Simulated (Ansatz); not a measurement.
Molecule: YBr, charge 0, multiplicity 1. SMILES: [Br][Y]
Structure (B3LYP-D3(BJ)/def2-TZVP (Ansatz, a quantum-chemistry and plane-wave program) minimum search):
```xyz
2

Y      0.0000     0.0000    -1.2121
Br     0.0000     0.0000     1.3506
```
Charge 0, spin multiplicity 1.

Wanted: vertical ionisation energy (to the doublet state of charge +1; each state is the SCF solution reached for its spin; for the singlet the Hartree-Fock reference is unstable and T1 is 0.014), in eV. Cores are frozen in the correlated levels unless marked. UHF or UKS for open shells. Spin-orbit coupling is left out. The frozen core is the preceding noble-gas configuration, with the filled d and f shells of earlier blocks. In def2 rows, elements after Kr have scalar-relativistic effective core potentials. CBS marks a two-point X^-3 extrapolation of the correlation energy; Hartree-Fock from the larger set.

| level | program | vertical ionisation energy (eV) |
|---|---|---|
| PBE/def2-TZVPD | Ansatz | 6.42 |
| wB97M-V/def2-TZVPD | Ansatz | 6.65 |

Question: Predict the CCSD(T)/CBS(def2-TZVPPD,def2-QZVPPD) result (Ansatz).

Answer: 6.53 eV, so wB97M-V/def2-TZVPD differs from it by 0.12 eV.
